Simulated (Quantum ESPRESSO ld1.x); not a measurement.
Input (ld1.x (Quantum ESPRESSO 7.5)):

```
 &input
    atom='Hf',
    iswitch=1,
    rel=1,
    lsd=1,
    dft='PZ',
    config='[Xe] 4f14 5d0.5 6s2 6p0.5',
    verbosity='high',
    prefix='ld1',
    max_out_wfc=37,
    file_charge='ld1.rho',
 /
```

Command: `OMP_NUM_THREADS=1 ld1.x < ld1.in > ld1.out`

Output:

```
     Program LD1 v.7.5 starts

     --------------------------- All-electron run ----------------------------

     scalar relativistic calculation

     atomic number is 72.00
     dft =PZ   lsd =1 sic =0 latt =0  beta=0.20 tr2=1.0E-14
     Exchange-correlation= PZ
                           (   1   1   0   0   0   0   0)
     mesh =2111 r(mesh) =  99.81654 a.u. xmin = -8.00 dx = 0.00800
     1 Ry =  13.60569312 eV, c = 137.03599908

     n l     nl                  e(Ry)          e(Ha)          e(eV)
     1 0     1S 1( 1.00)   -4795.315751959   -2397.657875980 -65243.5945490
     2 0     2S 1( 1.00)    -820.876505326    -410.438252663 -11168.5938233
     2 1     2P 1( 3.00)    -721.153512532    -360.576756266  -9811.7933861
     3 0     3S 1( 1.00)    -187.644427058     -93.822213529  -2553.0324908
     3 1     3P 1( 3.00)    -157.857929826     -78.928964913  -2147.7665502
     4 0     4S 1( 1.00)     -38.426017200     -19.213008600   -522.8125980
     4 1     4P 1( 3.00)     -28.650151301     -14.325075651   -389.8051665
     3 2     3D 1( 5.00)    -122.545046519     -61.272523259  -1667.3102967
     5 0     5S 1( 1.00)      -5.783648037      -2.891824018    -78.6905403
     5 1     5P 1( 3.00)      -3.454031245      -1.727015622    -46.9944892
     4 2     4D 1( 5.00)     -16.017907223      -8.008953611   -217.9347301
     4 3     4F 1( 7.00)      -2.095170023      -1.047585012    -28.5062404
     5 2     5D 1( 0.50)      -0.921571935      -0.460785967    -12.5386249
     6 0     6S 1( 1.00)      -0.966686940      -0.483343470    -13.1524459
     6 1     6P 1( 0.50)      -0.575844408      -0.287922204     -7.8347623
     1 0     1S 2( 1.00)   -4795.315443996   -2397.657721998 -65243.5903590
     2 0     2S 2( 1.00)    -820.875051879    -410.437525940 -11168.5740482
     2 1     2P 2( 3.00)    -721.152207949    -360.576103975  -9811.7756363
     3 0     3S 2( 1.00)    -187.643872628     -93.821936314  -2553.0249474
     3 1     3P 2( 3.00)    -157.857313483     -78.928656741  -2147.7581645
     4 0     4S 2( 1.00)     -38.424719790     -19.212359895   -522.7949458
     4 1     4P 2( 3.00)     -28.648798974     -14.324399487   -389.7867672
     3 2     3D 2( 5.00)    -122.544069263     -61.272034632  -1667.2970004
     5 0     5S 2( 1.00)      -5.769054361      -2.884527181    -78.4919832
     5 1     5P 2( 3.00)      -3.434757561      -1.717378781    -46.7322573
     4 2     4D 2( 5.00)     -16.016148687      -8.008074343   -217.9108040
     4 3     4F 2( 7.00)      -2.090714967      -1.045357484    -28.4456263
     5 2     5D 2( 0.00)      -0.892930037      -0.446465019    -12.1489321
     6 0     6S 2( 1.00)      -0.935371719      -0.467685859    -12.7263806
     6 1     6P 2( 0.00)      -0.549053474      -0.274526737     -7.4702531

     final scf error:  7.3E-15 reached in  27 iterations

     Etot =  -30137.766000 Ry,  -15068.883000 Ha, -410045.195605 eV
     Total magnetization:    1.00 Bohr mag.

     Ekin =   33018.099833 Ry,   16509.049917 Ha,  449234.133839 eV
     Encl =  -74312.174568 Ry,  -37156.087284 Ha,-1011068.642470 eV
     Eh   =   11752.718613 Ry,    5876.359307 Ha,  159903.882813 eV
     Exc  =    -596.409879 Ry,    -298.204939 Ha,   -8114.569786 eV

     normalization and overlap integrals

     s(1S/1S) =  1.000000  <r> =   0.0190  <r2> =    0.0005  r(max) =   0.0119
     s(1S/2S) = -0.030017
     s(1S/3S) = -0.013121
     s(1S/4S) = -0.006389
     s(1S/5S) = -0.002615
     s(1S/6S) = -0.000916
     s(2S/2S) =  1.000000  <r> =   0.0804  <r2> =    0.0076  r(max) =   0.0682
     s(2S/3S) = -0.008347
     s(2S/4S) = -0.003880
     s(2S/5S) = -0.001574
     s(2S/6S) = -0.000551
     s(2P/2P) =  1.000000  <r> =   0.0717  <r2> =    0.0063  r(max) =   0.0559
     s(2P/3P) = -0.006631
     s(2P/4P) = -0.002909
     s(2P/5P) = -0.001052
     s(2P/6P) = -0.000336
     s(3S/3S) =  1.000000  <r> =   0.2088  <r2> =    0.0499  r(max) =   0.1915
     s(3S/4S) = -0.002791
     s(3S/5S) = -0.001096
     s(3S/6S) = -0.000382
     s(3P/3P) =  1.000000  <r> =   0.2087  <r2> =    0.0505  r(max) =   0.1900
     s(3P/4P) = -0.002358
     s(3P/5P) = -0.000827
     s(3P/6P) = -0.000264
     s(4S/4S) =  1.000000  <r> =   0.4685  <r2> =    0.2479  r(max) =   0.4366
     s(4S/5S) = -0.000756
     s(4S/6S) = -0.000260
     s(4P/4P) =  1.000000  <r> =   0.4980  <r2> =    0.2823  r(max) =   0.4581
     s(4P/5P) = -0.000576
     s(4P/6P) = -0.000182
     s(3D/3D) =  1.000000  <r> =   0.1890  <r2> =    0.0419  r(max) =   0.1543
     s(3D/4D) = -0.001703
     s(3D/5D) = -0.000387
     s(5S/5S) =  1.000000  <r> =   1.1308  <r2> =    1.4382  r(max) =   1.0114
     s(5S/6S) = -0.000137
     s(5P/5P) =  1.000000  <r> =   1.3294  <r2> =    2.0061  r(max) =   1.1587
     s(5P/6P) = -0.000088
     s(4D/4D) =  1.000000  <r> =   0.5355  <r2> =    0.3329  r(max) =   0.4692
     s(4D/5D) = -0.000291
     s(4F/4F) =  1.000000  <r> =   0.6750  <r2> =    0.5882  r(max) =   0.4545
     s(5D/5D) =  1.000000  <r> =   2.0941  <r2> =    5.1924  r(max) =   1.6086
     s(6S/6S) =  1.000000  <r> =   3.0274  <r2> =   10.2939  r(max) =   2.6627
     s(6P/6P) =  1.000000  <r> =   3.8702  <r2> =   16.8640  r(max) =   3.3849
     s(1S/1S) =  1.000000  <r> =   0.0190  <r2> =    0.0005  r(max) =   0.0119
     s(1S/2S) = -0.030017
     s(1S/3S) = -0.013121
     s(1S/4S) = -0.006389
     s(1S/5S) = -0.002618
     s(1S/6S) = -0.000913
     s(2S/2S) =  1.000000  <r> =   0.0804  <r2> =    0.0076  r(max) =   0.0682
     s(2S/3S) = -0.008347
     s(2S/4S) = -0.003880
     s(2S/5S) = -0.001576
     s(2S/6S) = -0.000549
     s(2P/2P) =  1.000000  <r> =   0.0717  <r2> =    0.0063  r(max) =   0.0559
     s(2P/3P) = -0.006631
     s(2P/4P) = -0.002909
     s(2P/5P) = -0.001054
     s(2P/6P) = -0.000331
     s(3S/3S) =  1.000000  <r> =   0.2088  <r2> =    0.0499  r(max) =   0.1915
     s(3S/4S) = -0.002791
     s(3S/5S) = -0.001098
     s(3S/6S) = -0.000381
     s(3P/3P) =  1.000000  <r> =   0.2087  <r2> =    0.0505  r(max) =   0.1900
     s(3P/4P) = -0.002358
     s(3P/5P) = -0.000829
     s(3P/6P) = -0.000260
     s(4S/4S) =  1.000000  <r> =   0.4685  <r2> =    0.2479  r(max) =   0.4366
     s(4S/5S) = -0.000756
     s(4S/6S) = -0.000259
     s(4P/4P) =  1.000000  <r> =   0.4980  <r2> =    0.2823  r(max) =   0.4581
     s(4P/5P) = -0.000577
     s(4P/6P) = -0.000179
     s(3D/3D) =  1.000000  <r> =   0.1890  <r2> =    0.0419  r(max) =   0.1543
     s(3D/4D) = -0.001704
     s(3D/5D) = -0.000389
     s(5S/5S) =  1.000000  <r> =   1.1297  <r2> =    1.4355  r(max) =   1.0114
     s(5S/6S) = -0.000137
     s(5P/5P) =  1.000000  <r> =   1.3273  <r2> =    1.9996  r(max) =   1.1587
     s(5P/6P) = -0.000087
     s(4D/4D) =  1.000000  <r> =   0.5355  <r2> =    0.3328  r(max) =   0.4692
     s(4D/5D) = -0.000292
     s(4F/4F) =  1.000000  <r> =   0.6738  <r2> =    0.5855  r(max) =   0.4545
     s(5D/5D) =  1.000000  <r> =   2.0900  <r2> =    5.1780  r(max) =   1.6086
     s(6S/6S) =  1.000000  <r> =   3.0375  <r2> =   10.3735  r(max) =   2.6627
     s(6P/6P) =  1.000000  <r> =   3.9130  <r2> =   17.2686  r(max) =   3.4121

     ------------------------ End of All-electron run ------------------------
```

Run on one thread of a shared host, so times are rough (Intel(R) Xeon(R) Processor @ 2.60GHz): 0.77 s of CPU time, 1.9 s wall, 27 iterations on 2111 mesh points.
